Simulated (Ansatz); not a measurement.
Reaction (atomization): `[OH][Ag-][P+](F)(F)F` → Ag• + 3 F• + H• + O• + P•

Calculated with Ansatz (gas phase, PBE0-D4/def2-TZVP geometries, no zero-point term in ΔE). CBS: MP2 limit from def2 TZ/QZ plus the TZ coupled-cluster correction, frozen cores. This one scheme is used for every species, atoms too. DFT in def2-TZVPP. No spin–orbit coupling; open shells (•) take unrestricted orbitals. Spin–orbit coupling would lower the free atoms: a little for F, O. Elements past krypton have def2 core potentials. Bonds to Ag are less sure, by a few kJ/mol each and by 10 to 20 or more in all where they break to atoms, as the def2 sets lack core-valence functions. Each species was taken in one conformer, which may not be the lowest.

```csv
level,ΔE (kcal/mol)
LDA (SPW92),688.4
revPBE,540.5
BHLYP,501.3
CAM-B3LYP,554.2
HF/def2-SVP,294.1
CCSD/def2-SVP,466.6
MP2/def2-TZVPP,566.6
SCS-MP2/def2-QZVPP,566.7
```

Problem. What does CCSD(T)/CBS give? (An estimate is asked.)

Solution. Ansatz gave: +559.4 kcal/mol. The listed levels differ from it by 129.0, -18.9, -58.1, -5.2, -265.3, -92.8, 7.2, 7.3 kcal/mol.

Problem. What do rigid-rotor, harmonic-oscillator terms from PBE0-D4/def2-TZVP frequencies (298.15 K, 1 bar) make of the CCSD(T)/CBS value? (Estimate.)

Solution. Ansatz gave: ΔZPE = -14.3 kcal/mol, ΔH = +549.7 kcal/mol, ΔS = 699 J/(mol·K), ΔG = +499.9 kcal/mol. Open shells count their whole term as degenerate. Modes under 50 cm⁻¹ make the entropy rough.

Largest T1 diagnostic among the species: 0.017.

From r2SCAN to r2SCAN0 (25 % exact exchange), in def2-TZVPP and without D4, ΔE moves by −30.6 kcal/mol: exact exchange takes away binding that semilocal exchange gives to molecules. In def2-TZVPP, CCSD(T) changes the Hartree–Fock value by +205.4 kcal/mol (the triples alone add +17.4 kcal/mol) and MP2 by +240.3 kcal/mol; breaking electron pairs costs correlation energy, which Hartree–Fock lacks. Leaving LDA and LC-ωPBE aside and taking each functional with its dispersion term where it has one, the values, not all of them listed here, spread over 72.3 kcal/mol, from BHLYP-D4 to PBE-D4. LDA lies +113.4 kcal/mol from PBE without D4, its usual overbinding.

For atomizations the MP2-based limit and the directly extrapolated one differ by several kJ/mol either way, and by 10 to 25 for some Ge, Se and Sn compounds, so smaller differences from it don't rank the levels.
